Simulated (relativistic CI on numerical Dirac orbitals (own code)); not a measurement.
## Sr I: calculation against measurement

Computed by Dirac-Coulomb-Breit CI, orbitals from a KLI potential per configuration, QED by a radiative potential, valence Slater integrals scaled by 0.85, P86 correlation energy added to each configuration (own radial code, finite nucleus).

Configuration list (outside the closed core [Kr]): 5s², 5s5p, 5s4d, 5s6s, 4d5p, 5s5d, 5p², 4d², 5s6p, 5s7s, 5s4f, 5s7p, 5s6d, 5s8s, 5s5f, 5s5g, 5s8p, 5s7d, 5d², 4d5d, 5s8d, 5p5d, 4d6s. Levels of other configurations are missing.

```tsv
Configuration	Term (tabulated)	J	Measured (cm⁻¹)	Computed	Error	Purity (%)
5s²	1S	0	0.0	0	0	94
5s5p	3P°	0	14317.5	12490	-1827	98
5s5p	3P°	1	14504.4	12655	-1850	98
5s5p	3P°	2	14898.6	12994	-1904	98
5s4d	3D	1	18159.1	18478	319	100
5s4d	3D	2	18218.8	18496	277	100
5s4d	3D	3	18319.3	18525	205	100
5s4d	1D	2	20149.7	20228	79	83
5s5p	1P°	1	21698.5	20321	-1377	80
5s6s	3S	1	29038.8	29139	100	100
5s6s	1S	0	30591.8	30485	-107	94
4d5p	3F°	2	33266.9	32366	-900	74
4d5p	3F°	3	33589.7	32616	-974	99
4d5p	1D°	2	33826.9	32695	-1132	74
4d5p	3F°	4	33919.3	32840	-1079	100
5s5d	1D	2	34727.5	34626	-102	69
5s5d	3D	1	35006.9	35269	262	100
5s5d	3D	2	35022.0	35286	264	99
5s5d	3D	3	35045.1	35313	268	100
5p²	3P	0	35193.5	33385	-1808	75
5p²	3P	1	35400.1	33552	-1848	76
5p²	3P	2	35674.7	33818	-1857	74
4d5p	3D°	1	36264.2	35739	-526	99
4d5p	3D°	2	36381.8	35804	-578	99
4d5p	3D°	3	36559.5	35913	-646	99
4d5p	3P°	0	37292.1	37046	-246	90
4d5p	3P°	1	37302.8	37039	-264	90
4d5p	3P°	2	37336.6	37022	-314	90
```

Measured levels from NIST Handbook of Basic Atomic Spectroscopic Data (Sansonetti and Martin, J. Phys. Chem. Ref. Data 34, 1559 (2005)); pairs were made by configuration, J and term (by order where the table uses no LS term), so strongly mixed levels may be paired wrongly.

Mean error by configuration (cm⁻¹): 5s5p -1740; 5s4d 220; 5s6s -3; 4d5p -666; 5s5d 173; 5p² -1838. Over the excited levels the mean absolute error is 782 cm⁻¹ (27 of the 27 excited levels that our extract of the source holds in range could be paired), and the median relative error of those above 1,000 cm⁻¹ is 1.6 %.

Transition probabilities of persistent lines. The last column rescales the computed rate by the cube of measured over computed energy:

| λ measured (Å) | Lower | Upper | A tabulated (s⁻¹) | A computed | A rescaled |
| --- | --- | --- | --- | --- | --- |
| 4607.33 air | 5s² ¹S0 | 5s5p ¹P°1 | 2.01e+08 | 1.94e+08 | 2.36e+08 |
| 6892.59 air | 5s² ¹S0 | 5s5p ³P°1 | 4.80e+04 | 1.83e+04 | 2.75e+04 |
